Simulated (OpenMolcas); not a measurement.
# Ta3+: moving the ligands

Ta3+ with 6 ligands (fluoride) in octahedral coordination (Oh) at 2.03 Å. A charge of +0.5 e stands 2.8 Å behind each ligand. Ligand basis ANO-RCC-VDZP.

| Quantity | Value |
| --- | --- |
| Program | OpenMolcas |
| Method | CASSCF |
| Basis | ANO-RCC-VDZP [7s6p4d2f1g] |
| Scalar Hamiltonian | DKH2, point nucleus |
| Active space | 2 electrons in 5 orbitals (5d) |
| State averaging | 2S+1 = 3 even, 10 roots; 2S+1 = 1 even, 15 roots |
| Spin-orbit coupling | RASSI with atomic mean-field integrals over the reference wave functions |

Runs around this geometry, states (labels of O, the rotations of Oh). Energies in cm-1 above the lowest state or level, χT in cm3 K/mol; under a threefold ground state the first gap can be a small split of the lowest multiplet, not the spin-orbit step; 10Dq and B are least-squares fits to the states below 45000 cm-1, weighted by degeneracy, with a free offset, and given where the rms deviation is under 5 % of |10Dq| (or 100 cm-1) and under 700 cm-1.

```json
{"R (Å)": "2", "Ground state": "3T1", "First state of that spin": "3T2 31363", "10Dq": "32464", "B (rms of fit)": "619 (228)", "First gap with spin-orbit (degeneracies)": "200.4 (2, 3)", "χT at 300 K": "0.166", "First state of another spin": "1E 9236"}
{"R (Å)": "2.03", "Ground state": "3T1", "First state of that spin": "3T2 29395", "10Dq": "30568", "B (rms of fit)": "626 (196)", "First gap with spin-orbit (degeneracies)": "217.2 (2, 3)", "χT at 300 K": "0.156", "First state of another spin": "1E 9267"}
{"R (Å)": "2.08", "Ground state": "3T1", "First state of that spin": "3T2 26299", "10Dq": "27541", "B (rms of fit)": "633 (157)", "First gap with spin-orbit (degeneracies)": "247.4 (2, 3)", "χT at 300 K": "0.140", "First state of another spin": "1E 9324"}
```

Taking |10Dq| as R^-n, n = -ln(27541 / 32464) / ln(2.08 / 2) = 4.2 between the shortest and longest distance. The point-charge formula for a cubic d site gives n = 5.

An orbital triplet at a regular site is open to Jahn-Teller coupling, which can distort the site and quench the lowest spin-orbit gaps and is left out. Without dynamic correlation the repulsion within the d shell is too large (B by tens of per cent), so at a given field states of lower spin stand too high. With metal d orbitals alone the field can be off either way by tens of per cent. Ligand-to-metal charge-transfer states are missing. With no ligand orbital active B as a rule stays too high, so bands that hang on it stand too high and its fall with covalency is understated. The least metal-like active orbital is 78 % on the metal (Löwdin) and no ligand orbital is active, so the numbers are rough (holds for R = 2). The least metal-like active orbital is 79 % on the metal (Löwdin) and no ligand orbital is active, so the numbers are rough (holds for R = 2.03). The least metal-like active orbital is 81 % on the metal (Löwdin) and no ligand orbital is active, so the numbers are rough (holds for R = 2.08). No measured value stands beside these numbers; the geometry is a model, was not optimised and need not be the one that this ion takes.
